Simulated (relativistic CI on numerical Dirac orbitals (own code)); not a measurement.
Inner-shell lines of Cu¹⁴⁺

Computed by Dirac-Coulomb-Breit CI, KLI orbitals optimised for each configuration, QED by a radiative potential, unscaled Slater integrals (own radial code, finite nucleus).

Configuration list (outside the closed core 2s2 2p6): 1s2 3s2 3p3, 1s 3s2 3p4, 1s 3s2 3p3 4p, 1s2 3s 3p4, 1s 3s 3p4 4p, 1s 3s 3p5. Levels of other configurations are missing.

The table holds the strongest lines. The upper levels have an inner-shell vacancy. Auger decay, open to those above the ionisation limit, is not computed, and radiative decays to configurations outside the model are missing too. Absolute energies can be off by a few tenths of a per cent, and with unscaled integrals term splittings come out 10 to 25 % too wide, so close lines can change order. LS names give the leading component, which can be well under half, for lower levels too. Brackets number the levels in order of energy.

```tsv
λ (Å)	Upper	Lower	A (s⁻¹)	gA (s⁻¹)
1.3793	1s 3s2 3p4 2D_5/2 [19]	1s2 3s2 3p3 2P°_3/2 [5]	3.90e+13	2.34e+14
1.37913	1s 3s2 3p4 2P_1/2 [18]	1s2 3s2 3p3 2P°_1/2 [4]	8.92e+13	1.78e+14
1.3789	1s 3s2 3p4 2D_3/2 [20]	1s2 3s2 3p3 2P°_1/2 [4]	4.05e+13	1.62e+14
1.37877	1s 3s2 3p4 2P_3/2 [17]	1s2 3s2 3p3 2D°_5/2 [3]	7.85e+13	3.14e+14
1.3786	1s 3s2 3p4 2P_3/2 [17]	1s2 3s2 3p3 2D°_3/2 [2]	9.76e+13	3.90e+14
1.37848	1s 3s2 3p4 4P_5/2 [14]	1s2 3s2 3p3 4S°_3/2 [1]	6.07e+13	3.64e+14
1.37828	1s 3s2 3p4 2D_5/2 [19]	1s2 3s2 3p3 2D°_5/2 [3]	8.47e+13	5.08e+14
1.3782	1s 3s2 3p4 2P_1/2 [18]	1s2 3s2 3p3 2D°_3/2 [2]	1.03e+14	2.07e+14
1.37814	1s 3s2 3p4 2D_3/2 [20]	1s2 3s2 3p3 2D°_5/2 [3]	6.52e+13	2.61e+14
1.37809	1s 3s2 3p4 4P_3/2 [15]	1s2 3s2 3p3 4S°_3/2 [1]	6.56e+13	2.62e+14
1.37794	1s 3s2 3p4 2S_1/2 [21]	1s2 3s2 3p3 2P°_3/2 [5]	1.18e+14	2.35e+14
1.37792	1s 3s 3p5 4P°_5/2 [22]	1s2 3s 3p4 4P_5/2 [6]	8.59e+13	5.16e+14
1.37792	1s 3s2 3p4 4P_1/2 [16]	1s2 3s2 3p3 4S°_3/2 [1]	6.38e+13	1.28e+14
1.37759	1s 3s 3p5 4P°_3/2 [23]	1s2 3s 3p4 4P_5/2 [6]	5.75e+13	2.30e+14
1.34207	1s 3s 3p4 4p 4D°_7/2 [89]	1s2 3s 3p4 4P_5/2 [6]	1.55e+13	1.24e+14
1.34196	1s 3s 3p4 4p 4P°_5/2 [90]	1s2 3s 3p4 4P_5/2 [6]	2.69e+13	1.61e+14
1.3417	1s 3s2 3p3 4p 2F_7/2 [50]	1s2 3s2 3p3 2D°_5/2 [3]	1.61e+13	1.29e+14
1.34151	1s 3s2 3p3 4p 2F_5/2 [51]	1s2 3s2 3p3 2D°_3/2 [2]	2.70e+13	1.62e+14
1.34135	1s 3s2 3p3 4p 2D_5/2 [72]	1s2 3s2 3p3 2P°_3/2 [5]	2.23e+13	1.34e+14
1.34124	1s 3s2 3p3 4p 2F_7/2 [58]	1s2 3s2 3p3 2D°_5/2 [3]	1.75e+13	1.40e+14
```
